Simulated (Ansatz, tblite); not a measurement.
InAs nanocrystals, H-capped: gap (eV) at several levels, gas phase, relaxed structures; Ansatz, xTB through tblite. Core potentials for In in the def2 sets, no spin–orbit coupling. A dash marks a value that wasn't run or was left out as unsound. The structures are stationary points that may keep the symmetry of their start.

| species | state | geometry | GFN1-xTB | GFN2-xTB | PBE-D4/def2-SVP | PBE0-D4/def2-SVP |
| --- | --- | --- | --- | --- | --- | --- |
| In11As11H28, cut from wurtzite | singlet | PBE-D4/def2-SVP | 2.59 | 2.58 | 3.11 | 4.75 |
| In12As12H30, cut from wurtzite | singlet | PBE-D4/def2-SVP | 2.52 | 2.70 | 3.10 | 4.72 |
| In13As13H30, cut from zinc blende | singlet | r2SCAN-D4/def2-SVP | 2.26 | 2.73 | 3.00 | 4.60 |
| In14As14H34, cut from wurtzite | singlet | PBE-D4/def2-SVP | 2.44 | 2.65 | 2.95 | 4.51 |

Task: Estimate the column for r2SCAN-D4/def2-SVP.

Result: In12As12H30, cut from wurtzite 3.52; In13As13H30, cut from zinc blende 3.39; In14As14H34, cut from wurtzite 3.33.

Over the 3 species that have every level, the mean is 2.41 at GFN1-xTB, 2.69 at GFN2-xTB, 3.02 at PBE-D4/def2-SVP, 3.41 at r2SCAN-D4/def2-SVP, 4.61 at PBE0-D4/def2-SVP. Orbital gaps grow with the share of exact exchange and aren't one observable across functionals.
